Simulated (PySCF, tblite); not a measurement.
Isomers of C5H12GeO2. Computed with GFN2-xTB (tblite): harmonic, unscaled wavenumbers at the GFN2-xTB geometry, gas phase. Against measured fundamentals such values can be off by several per cent, at times by over 20. Modes of hydrogen on germanium can be 10 to 20 % off. One conformer each.

Electronic energies: PBE0-D3(BJ)/def2-SVP at its own geometries (PySCF, gas phase).

| SMILES | electronic energy, lowest = 0 (kcal/mol) |
| --- | --- |
| C[CH](C)[GeH]1[O]CC[O]1 | 5.5 |
| CC[O][GeH2][O]C1CC1 | 33.6 |
| CC[C@@H]1C[O][Ge@@H]([CH3])[O]1 | 0.1 |
| C=C(C)C[O][GeH2][O]C | 31.4 |
| CC[C@@H]1C[O][Ge@H]([CH3])[O]1 | 0.0 |

Q: How do GFN2-xTB zero-point energies change the relative energies?

A: 
```csv
SMILES,ZPE (kcal/mol),of it from modes above 1550 cm⁻¹,electronic (kcal/mol),"with ZPE, lowest = 0 (kcal/mol)",lowest mode (cm⁻¹),rings
CC[C@@H]1C[O][Ge@H]([CH3])[O]1,100.7,49.7,0.0,0.0,35,1
CC[C@@H]1C[O][Ge@@H]([CH3])[O]1,100.7,49.7,0.1,0.1,50,1
C[CH](C)[GeH]1[O]CC[O]1,100.9,49.3,5.5,5.8,31,1
C=C(C)C[O][GeH2][O]C,97.1,50.7,31.4,27.9,27,0
CC[O][GeH2][O]C1CC1,98.3,48.8,33.6,31.2,5,1
```

The zero-point energies span 3.8 kcal/mol, from `C=C(C)C[O][GeH2][O]C` to `C[CH](C)[GeH]1[O]CC[O]1`. The order is unchanged.

Q: And how do the electronic energies of GFN2-xTB itself compare?

A: `CC[C@@H]1C[O][Ge@H]([CH3])[O]1` 0.1; `CC[C@@H]1C[O][Ge@@H]([CH3])[O]1` 0.0; `C[CH](C)[GeH]1[O]CC[O]1` 6.5; `C=C(C)C[O][GeH2][O]C` 25.8; `CC[O][GeH2][O]C1CC1` 20.2 kcal/mol, lowest = 0. Against the energies above, taken from the same isomer `CC[C@@H]1C[O][Ge@H]([CH3])[O]1`, the largest difference is 13.5 kcal/mol. The two levels were optimised apart and needn't hold the same conformer.

Q: What do entropy and thermal enthalpy add at 298.15 K and 1 bar (rigid rotor, harmonic oscillator, one conformer each)?

A: 
```tsv
SMILES	point group	symmetry number	S (cal/(mol K))	H − H(0) (kcal/mol)	ZPE + H − H(0) − TS (kcal/mol)
CC[C@@H]1C[O][Ge@H]([CH3])[O]1	C1	1	103.9	7.40	77.1
CC[C@@H]1C[O][Ge@@H]([CH3])[O]1	C1	1	103.3	7.40	77.3
C[CH](C)[GeH]1[O]CC[O]1	C1	1	103.0	7.37	77.5
C=C(C)C[O][GeH2][O]C	C1	1	111.9	8.20	72.0
```

Not tabulated: `CC[O][GeH2][O]C1CC1` (lowest mode only 5 cm⁻¹).
